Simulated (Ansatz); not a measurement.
`CC[SiH2]O` + H₂ → `CC[SiH3]` + H₂O  (hydrogenolysis of the Si–O bond)

Isolated molecules relaxed with PBE0-D4/def2-TZVP in Ansatz; ΔE leaves out vibrations. CCSD(T)/CBS is the MP2 limit (def2-TZVPP, def2-QZVPP) plus CCSD(T) − MP2 in def2-TZVPP, frozen cores. This one scheme is used for every species. DFT in def2-TZVPP. B3LYP here is the variant with VWN-RPA as its local correlation; programs differ in this. HSE06 is defined as in plane-wave codes. One conformer a species, not always the lowest.

```
             level  ΔE (kJ/mol)
         r2SCAN-D4         74.4
          HSE06-D4         63.3
             B3LYP         66.2
           r2SCAN0         70.7
             HSE06         60.8
         CAM-B3LYP         69.4
    MP2/def2-TZVPP         74.7
SCS-MP2/def2-TZVPP         72.3
```

**Question.** What does CCSD(T)/CBS give? (An estimate is asked.)

**Answer.** Ansatz gave: +68.9 kJ/mol. The listed levels differ from it by 5.5, -5.6, -2.7, 1.8, -8.1, 0.5, 5.8, 3.4 kJ/mol.

**Question.** What do rigid-rotor, harmonic-oscillator terms from PBE0-D4/def2-TZVP frequencies (298.15 K, 1 bar) make of the CCSD(T)/CBS value? (An estimate is asked.)

**Answer.** Ansatz gave: ΔZPE = +12.9 kJ/mol, ΔH = +79.7 kJ/mol, ΔS = 26 J/(mol·K), ΔG = +72.0 kJ/mol.

Largest T1 diagnostic among the species: 0.010.

The D4 term adds +4.8 kJ/mol with B3LYP and +2.6 kJ/mol with PBE0; it sums over pairs of atoms, weighted by their polarisabilities, and B3LYP, whose exchange is more repulsive, gets the larger term. At CCSD(T), def2-SVP lies −14.9 kJ/mol from the extrapolated value and def2-TZVPP −0.7 kJ/mol.
